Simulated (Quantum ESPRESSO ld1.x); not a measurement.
Question: Species: Hf3+. Configuration: [Xe] 4f14 5d1. All-electron calculation, Dirac Kohn-Sham, PW91, spin-unpolarised, spherical densities, point nucleus; open shells are shared between the two j in proportion to 2j + 1. Program: ld1.x of Quantum ESPRESSO 7.5. Some entries of the table are withheld. Estimate them.

| orbital | occ. | eigenvalue (hartree) | <1/r> (bohr^-1) | r(max) (bohr) |
|---|---|---|---|---|
| 1s1/2 | 2 | -2397.3198 | 83.85 | 0.01190 |
| 2s1/2 | 2 | -410.5567 | 20.32 | 0.06824 |
| 2p1/2 | 2 | -392.1439 | 20.28 | 0.05091 |
| 2p3/2 | 4 | -348.3274 | 17.23 | 0.05754 |
| 3s1/2 | 2 | -94.3141 | 7.453 | 0.1924 |
| 3p1/2 | 2 | (1) | 7.368 | 0.1804 |
| 3p3/2 | 4 | (2) | 6.581 | 0.1940 |
| 3d3/2 | 4 | (3) | 6.472 | 0.1524 |
| 3d5/2 | 6 | (4) | 6.284 | 0.1562 |
| 4s1/2 | 2 | -19.8012 | 3.124 | 0.4378 |
| 4p1/2 | 2 | -16.4597 | 3.013 | 0.4383 |
| 4p3/2 | 4 | -14.3106 | 2.739 | 0.4673 |
| 4d3/2 | 4 | (5) | 2.520 | 0.4659 |
| 4d5/2 | 6 | (6) | 2.453 | 0.4752 |
| 5s1/2 | 2 | (7) | 1.186 | 1.015 |
| 5p1/2 | 2 | -2.5094 | 1.057 | 1.097 |
| 5p3/2 | 4 | -2.2166 | 0.9640 | 1.182 |
| 4f5/2 | 6 | -1.6591 | 1.937 | 0.4519 |
| 4f7/2 | 8 | -1.5948 | 1.907 | 0.4571 |
| 5d3/2 | 0.4 | -1.0145 | 0.6688 | (8) |
| 5d5/2 | 0.6 | -0.9889 | 0.6508 | (9) |

Answer: 
(1) 3p1/2 eigenvalue (hartree): -86.1556
(2) 3p3/2 eigenvalue (hartree): -76.7657
(3) 3d3/2 eigenvalue (hartree): -62.9639
(4) 3d5/2 eigenvalue (hartree): -60.9161
(5) 4d3/2 eigenvalue (hartree): -8.8214
(6) 4d5/2 eigenvalue (hartree): -8.4279
(7) 5s1/2 eigenvalue (hartree): -3.4615
(8) 5d3/2 r(max) (bohr): 1.552
(9) 5d5/2 r(max) (bohr): 1.592
